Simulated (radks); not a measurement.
Values are calculated unless marked as measured or tabulated.
Problem. Gd I, 64 electrons, occupied as [Xe] 4f7 5d1 6s2. Code: a radial shooting solver on a logarithmic mesh with Libxc functionals. Model: scalar-relativistic Kohn-Sham, r2SCAN, spin-polarised, spherical densities, finite nucleus; open shells are filled with parallel spins first (spin-orbit coupling, left out, can overturn this in heavy ions); meta-GGA in the generalised Kohn-Sham scheme; Fermi nuclear charge, rms radius 5.1569 fm. Some entries of the table are withheld. Estimate them.

orbital,occ.,eigenvalue (hartree),<r> (bohr)
1s up,1,-1843.714,0.02191
1s down,1,-1843.714,0.02191
2s up,1,-305.1842,0.09326
2s down,1,-305.1831,0.09326
2p up,3,-271.4592,0.08238
2p down,3,-271.4579,0.08237
3s up,1,-67.97542,0.2441
3s down,1,-67.85274,0.2439
3p up,3,-57.47242,0.2429
3p down,3,-57.34947,0.2425
3d up,5,-43.59302,0.2214
3d down,5,-43.49682,0.2210
4s up,1,-13.93562,0.5533
4s down,1,-13.64196,0.5532
4p up,3,-10.45695,0.5854
4p down,3,-10.16226,0.5854
4d up,5,-5.62557,0.6362
4d down,5,-5.32870,0.6375
5s up,1,-1.93545,1.327
5s down,1,-1.78588,1.358
5p up,3,-1.07795,1.546
5p down,3,-0.96409,1.587
4f up,7,-0.40576,0.8493
6s up,1,-0.16617,3.895
6s down,1,-0.13770,4.297
4f down,0,-0.13615,0.9204
5d up,1,(1),2.705
5d down,0,(2),3.221

Solution. 
(1) 5d up eigenvalue (hartree): -0.11129
(2) 5d down eigenvalue (hartree): -0.05524
